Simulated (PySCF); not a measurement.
# Ionisation energy of Xe⁺ by level of theory

Xe⁺ [Kr] 4d10 5s2 5p5 (2P) → Xe²⁺ [Kr] 4d10 5s2 5p4 (3P), as a difference of total energies. Computed with PySCF 2.14 in x2c-TZVPPall with one added diffuse shell each of s, p, d, f type (9s7p5d3f, 76 functions), with scalar relativity by spin-free X2C-1e. Correlated levels: valence: [Kr] 4d10 frozen. The calculations carry no spin-orbit coupling.

Question: Order these methods by the ionisation energy they give, lowest first.
A. UHF
B. CCSD(T) (valence)
C. CCSD (valence)
D. SCS-MP2 (valence)

Answer: A (20.076 eV), D (20.738 eV), C (20.772 eV), B (20.800 eV).

The reference lies between the lowest fine-structure levels, while these numbers refer to the centres of the terms.

Errors of the correlated levels include the incompleteness of this basis and the frozen core.

For comparison: 20.975 eV (semi-empirical (NIST evaluation); NIST Atomic Spectra Database, ionization energies).
